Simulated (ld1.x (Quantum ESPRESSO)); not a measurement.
## Pd: one change to a TM potential, before and after

```json
{
  "Element": "Pd",
  "Generator": "ld1.x (Quantum ESPRESSO) 7.5",
  "Type": "norm-conserving Troullier–Martins (Kleinman–Bylander form)",
  "Functional": "PBEsol",
  "Relativity": "scalar-relativistic",
  "Frozen core": "[Kr]",
  "Valence charge": "10",
  "Reference configuration": "4d10 5s0",
  "Partial waves": "5s (bound, empty): rc 1.85 bohr; 5p channel at 0.05 Ry: rc 2.05 bohr; 4d (bound): rc 1.45 bohr",
  "Local potential": "all-electron potential smoothed inside 1.40 bohr (lloc = -1)",
  "Core correction": "a·sin(br)/r model core inside 1.00 bohr"
}
```

Change: wave 5p channel at 0.05 Ry: rc 2.05 bohr becomes 5p channel at 1.27 Ry: rc 2.05 bohr.

Cutoffs: the cutoffs (Ry, on a coarse ladder) from which the occupation-weighted sum of valence levels, in a spherical-Bessel basis at the reference potential, stays within 10 and 1 mRy of its value at 400 Ry; they do not see the model core or the augmentation charge, which bear on the density cutoff. Errors are all-electron minus pseudo energies relative to the spin-unpolarised reference configuration.

**Question.** How do hardness, ghosts and transferability respond?

**Answer.** The potential gets neither clearly harder nor softer (70 Ry and 80 Ry → 70 Ry and 80 Ry); both files keep a bound ghost (p, s); the errors of the 7 common tests hardly move; the range in which the p phases agree widens (upper end 1.0 → at the end of the scan).

```csv
quantity,base,changed
"cutoff, loose",70 Ry,70 Ry
"cutoff, tight",80 Ry,80 Ry
bound ghosts,"s, p","s, p"
"error for 4d9 5s0, meV [ΔE 9.12 eV]",-18,-18
"error for 4d8 5s0, meV [ΔE 29.94 eV]",-150,-150
"error for 4d7 5s0, meV [ΔE 64.29 eV]",-549,-548
"error for 4d6 5s0, meV [ΔE 113.61 eV]",-1395,-1394
"error for 4d9 5s1, meV [ΔE 1.51 eV]",-31,-31
"error for 4d8 5s1, meV [ΔE 13.66 eV]",-135,-135
"error for 4d9.5 5s0, meV [ΔE 3.24 eV]",-2.7,-2.7
s: phases at 2.26 bohr within 0.05 rad from the reference energy up to (Ry; the scan ends near 5),1.9,1.9
p: phases at 2.26 bohr within 0.05 rad from the reference energy up to (Ry; the scan ends near 5),1.0,to the end of the scan
d: phases at 2.26 bohr within 0.05 rad from the reference energy up to (Ry; the scan ends near 5),to the end of the scan,to the end of the scan
```

 A true bound ghost makes a file unfit for plane-wave use even where its test errors are small: the radial tests pick states by their node count and pass the ghost by.
